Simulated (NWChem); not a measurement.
System: HgCl2; SMILES [Cl][Hg][Cl]

NWChem printed, in part:

```
             Northwest Computational Chemistry Package (NWChem) 7.3.0
             --------------------------------------------------------

                             Geometry "geometry" -> ""
                             -------------------------

 Output coordinates in angstroms (scale by  1.889725989 to convert to a.u.)

  No.       Tag          Charge          X              Y              Z
 ---- ---------------- ---------- -------------- -------------- --------------
    1 Hg                  80.0000     0.00000000     0.00000000     0.00000000
    2 Cl                  17.0000     0.00000000     2.28228400     0.00000000
    3 Cl                  17.0000     0.00000000    -2.28228400     0.00000000

 Effective nuclear repulsion energy (a.u.)     664.1716060576

                                 NWChem DFT Module
                                 -----------------

 Summary of "ao basis" -> "ao basis" (spherical)
 ------------------------------------------------------------------------------
       Tag                 Description            Shells   Functions and Types
 ---------------- ------------------------------  ------  ---------------------
 Hg                        def2-svpd                13       35   6s4p2d1f
 Cl                        def2-svpd                11       27   5s4p2d

            General Information
            -------------------
          SCF calculation type: DFT
          Wavefunction type:  closed shell.
          No. of atoms     :     3
          No. of electrons :    54
           Alpha electrons :    27
            Beta electrons :    27
          Charge           :     0
          Spin multiplicity:     1
          Use of symmetry is: off; symmetry adaption is: off
          Maximum number of iterations: 150
          AO basis - number of functions:    89
                     number of shells:    35
          Convergence on energy requested:  1.00D-06
          Convergence on density requested:  1.00D-05
          Convergence on gradient requested:  5.00D-04

              XC Information
              --------------
                     Hartree-Fock (Exact) Exchange  1.000
                   CAM-Becke88 Exchange Functional  1.000
                      VWN V Correlation Functional  0.190 local
              Lee-Yang-Parr Correlation Functional  0.810

           Range-Separation Parameters
           ---------------------------
           Alpha           :  0.19
           Beta            :  0.46
           Gamma           :  0.33
           Short-Range HF  :     F

             Grid Information
             ----------------
          Grid used for XC integration:  medium
          Radial quadrature: Mura-Knowles
          Angular quadrature: Lebedev.
          Tag              B.-S. Rad. Rad. Pts. Rad. Cut. Ang. Pts.
          ---              ---------- --------- --------- ---------
          Hg                  1.50      123          11.0       590
          Cl                  1.00       88          14.0       590
          Grid pruning is: on
          Number of quadrature shells:   299
          Spatial weights used:  Erf1

      Superposition of Atomic Density Guess
      -------------------------------------

 Sum of atomic energies:       -1092.80348217

      Non-variational initial energy
      ------------------------------

 Total energy =   -1071.525234
 1-e energy   =   -1921.195686
 2-e energy   =     658.499396
 HOMO         =      -0.412343
 LUMO         =      -0.071243

   convergence    iter        energy       DeltaE   RMS-Dens  Diis-err
 ---------------- ----- ----------------- --------- --------- ---------
 d= 0,ls=0.0,diis     1  -1073.5961152301 -1.26D+03  1.58D-02  5.54D-01
 d= 0,ls=0.0,diis     2  -1073.6172332241 -2.11D-02  6.73D-03  2.91D-01
 d= 0,ls=0.0,diis     3  -1073.6534502433 -3.62D-02  1.55D-03  1.74D-02
 d= 0,ls=0.0,diis     4  -1073.6554239684 -1.97D-03  1.77D-04  2.42D-04
 d= 0,ls=0.0,diis     5  -1073.6554593291 -3.54D-05  6.66D-05  6.03D-06
  Resetting Diis
 d= 0,ls=0.0,diis     6  -1073.6554607787 -1.45D-06  9.73D-06  7.48D-08
 d= 0,ls=0.0,diis     7  -1073.6554608076 -2.89D-08  1.87D-06  7.14D-09

         Total DFT energy =    -1073.655460807628
      One electron energy =    -1920.536338252524
           Coulomb energy =      726.119297682771
    Exchange-Corr. energy =      -70.409475987401
 Nuclear repulsion energy =      191.171055749526

 Numeric. integr. density =       53.999999792745

                       DFT Final Molecular Orbital Analysis
                       ------------------------------------

 Vector   25  Occ=2.000000D+00  E=-4.052421D-01
              MO Center= -4.1D-09, -9.5D-07, -6.0D-09, r^2= 6.1D+00
   Bfn.  Coefficient  Atom+Function         Bfn.  Coefficient  Atom+Function
  ----- ------------  ---------------      ----- ------------  ---------------
    49      0.320008  2 Cl pz                76      0.320008  3 Cl pz
    47      0.272413  2 Cl px                74      0.272413  3 Cl px
    46      0.253692  2 Cl pz                73      0.253692  3 Cl pz
    44      0.215960  2 Cl px                71      0.215961  3 Cl px
    43      0.145990  2 Cl pz                70      0.145991  3 Cl pz

[...]

 DFT Linear Response polarizability / au
 Frequency  =       0.0000000 / au
              X              Y              Z
 -----------------------------------------------
 X      43.3162032      0.0000000      0.0000001
 Y       0.0000000     93.6466242      0.0000000
 Z       0.0000001      0.0000000     43.3162032
 -----------------------------------------------
 Eigenvalues =      43.3162033     93.6466242     43.3162031
 Isotropic   =      60.0930102
 Anisotropic =      50.3304210
 -----------------------------------------------

 Magnetic Dipole Response Matrix (nonzero elements):

 Exiting AOResponse driver routine
```

Level: CAM-B3LYP/def2-SVPD with def2 effective core potentials on Hg. Coordinates come from a PBE0/def2-SVP optimisation. Not confirmed as a minimum by frequencies. def2 effective core potentials on Hg; no spin-orbit coupling.

**Question.** Write an input that gives this output.

**Answer.** This is not unique; one that fits is the input that was run:
```
start job
memory heap 200 mb stack 900 mb global 1100 mb
geometry units angstroms noautosym nocenter noautoz
  Hg     0.000000     0.000000     0.000000
  Cl     0.000000     2.282284     0.000000
  Cl     0.000000    -2.282284     0.000000
end
basis spherical
  * library def2-svpd
end
ecp
  Hg library def2-ecp
end
dft
  xc xcamb88 1.00 lyp 0.81 vwn_5 0.19 hfexch 1.00
  cam 0.33 cam_alpha 0.19 cam_beta 0.46
  iterations 150
end
property
  response 1 0.0
end
task dft property
```
